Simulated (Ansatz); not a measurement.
Two isomers of CH4BFOSi: A = `FC1([SiH3])BO1`, B = `FB1OC[SiH2]1`.

Isolated molecules relaxed with PBE0-D4/def2-TZVP in Ansatz; ΔE leaves out vibrations. CBS: MP2 limit from def2 TZ/QZ plus the TZ coupled-cluster correction, frozen cores. DFT in def2-TZVPP.

Problem. Which isomer does CCSD(T)/CBS put lower? Give the gap. (An estimate is asked.)

Solution. The calculation gave: B, by 60.2 kcal/mol.

Problem. Give E(B) − E(A) in kcal/mol with r2SCAN-D4, CCSD/def2-TZVPP, LDA (SPW92), B2PLYP, CCSD(T)/def2-TZVPP, MP2/def2-TZVPP, CCSD(T)/def2-SVP. (Estimate.)

Solution. The calculation gave: r2SCAN-D4 -58.4, CCSD/def2-TZVPP -61.0, LDA (SPW92) -60.8, B2PLYP -58.9, CCSD(T)/def2-TZVPP -60.5, MP2/def2-TZVPP -60.7, CCSD(T)/def2-SVP -59.7. None reverses the order clearly.

Problem. Does the order hold for the free energy at 298.15 K (harmonic terms from PBE0-D4)? (An estimate is asked.)

Solution. Computed: Yes: G(B) − G(A) = -55.8 kcal/mol.

Largest T1 diagnostic: 0.016.

From r2SCAN to r2SCAN0 (25 % exact exchange), in def2-TZVPP and without D4, E(B) − E(A) moves by −2.2 kcal/mol. Leaving LDA and LC-ωPBE aside and taking each functional with its dispersion term where it has one, the values, not all of them listed here, spread over 6.3 kcal/mol, from PBE-QIDH to BLYP-D4. LDA lies −3.2 kcal/mol from PBE without D4.
